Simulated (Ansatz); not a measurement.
Dissociation curve of Be2, singlet.

Methods: RKS-PBE = restricted PBE/aug-cc-pVDZ (Ansatz, an electronic-structure program); UKS-PBE = unrestricted PBE/aug-cc-pVDZ run with Ansatz; UKS-CAM-B3LYP = unrestricted CAM-B3LYP/aug-cc-pVDZ run with Ansatz; FCI = full CI/aug-cc-pVDZ, frozen core (Ansatz).

Energies relative to the lowest point of each curve near equilibrium, in mEh; the last columns give the error against full CI:

```tsv
R / Å	RKS-PBE	UKS-PBE	UKS-CAM-B3LYP	FCI	RKS-PBE − FCI	UKS-PBE − FCI	UKS-CAM-B3LYP − FCI
1.89	25.0	19.2	16.2	25.2	-0.2	-6.0	-9.0
2.04	10.6	7.7	5.1	11.2	-0.7	-3.5	-6.2
2.12	6.0	4.0	2.1	6.8	-0.8	-2.8	-4.7
2.26	1.5	0.7	0.0	2.4	-0.8	-1.6	-2.4
2.37	0.2	0.0	0.0	0.8	-0.6	-0.8	-0.7
2.42	0.0	0.0	0.3	0.4	-0.4	-0.4	-0.1
2.52	0.2	0.4	1.1	0.0	0.1	0.3	1.0
2.59	0.6	0.9	1.7	0.0	0.6	0.9	1.7
2.68	1.5	1.7	2.3	0.1	1.4	1.6	2.2
2.75	2.3	2.5	2.7	0.2	2.1	2.3	2.5
2.90	4.1	4.4	3.0	0.5	3.7	3.9	2.6
3.09	6.5	6.7	3.4	0.7	5.8	6.0	2.7
3.42	10.0	10.2	4.0	0.8	9.2	9.4	3.3
3.76	12.3	12.5	4.4	0.7	11.7	11.9	3.7
4.16	13.9	14.2	4.6	0.7	13.3	13.5	3.9
4.52	14.7	14.9	4.7	0.8	14.0	14.2	4.0
5.10	15.3	15.5	4.8	0.9	14.3	14.6	3.9
5.46	15.5	15.7	4.9	1.1	14.4	14.6	3.8
6.19	15.6	15.8	4.9	1.2	14.4	14.7	3.7
6.84	15.7	15.9	4.9	1.2	14.4	14.7	3.6
7.39	15.7	15.9	4.9	1.3	14.4	14.7	3.6
```

RKS-PBE is furthest from FCI at 7.39 (14.4 mEh, above); its mean absolute error over the points is 6.5 mEh.

UKS-PBE is furthest from FCI at 7.39 (14.7 mEh, above); its mean absolute error over the points is 7.3 mEh.

UKS-CAM-B3LYP is furthest from FCI at 1.89 (-9.0 mEh, below); its mean absolute error over the points is 3.3 mEh.

The unrestricted determinant behind UKS-PBE is spin-contaminated at 1.89 to 2.52 Å (<S²> up to 0.7, against 0.00 for a pure singlet). The unrestricted determinant behind UKS-CAM-B3LYP is spin-contaminated at 1.89 to 2.75 Å (<S²> up to 0.8, against 0.00 for a pure singlet). Also computed but left out beside FCI, since their determinant holds another spin at the minimum (<S²> over 0.7 above the pure value): UHF, UMP2, UCCSDT, UCCSDT(Q), UMP2/3-21G.
